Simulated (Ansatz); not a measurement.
Consider the isomerisation: `CC#[C][GeH2][OH]` → `C=[C]([GeH3])C=O`.

Calculated with Ansatz (gas phase, PBE0-D4/def2-TZVP geometries, no zero-point term in ΔE). CCSD(T)/CBS adds triple-zeta CCSD(T) − MP2 to the extrapolated MP2 energy (def2 sets, frozen cores). DFT in def2-TZVPP. B3LYP here is the variant with VWN-RPA as its local correlation; programs differ in this. For Ge outer-core shells are correlated without core-valence functions, which leaves a few kJ/mol of doubt a bond. Scalar relativity is left out up to krypton. Each species was taken in one conformer, which may not be the lowest.

**Question.** Is it downhill or uphill in electronic energy at CCSD(T)/CBS, and by how much? (An estimate is asked.)

**Answer.** Computed: Uphill: ΔE = +37.4 kJ/mol.

**Question.** What do these levels give: PBE0-D4, B3LYP-D4, PBE0, B3LYP, HF/def2-QZVPP, CCSD/CBS(def2)? (Estimate.)

**Answer.** The calculation gave: PBE0-D4 20.0, B3LYP-D4 20.2, PBE0 23.4, B3LYP 26.9, HF/def2-QZVPP 40.0, CCSD/CBS(def2) 41.3 kJ/mol.

Largest T1 diagnostic among the species: 0.014.

The D4 term adds −6.7 kJ/mol with B3LYP and −3.4 kJ/mol with PBE0; it sums over pairs of atoms, weighted by their polarisabilities, and B3LYP, whose exchange is more repulsive, gets the larger term. From PBE to PBE0 (25 % exact exchange), in def2-TZVPP and without D4, ΔE moves by +8.0 kJ/mol.
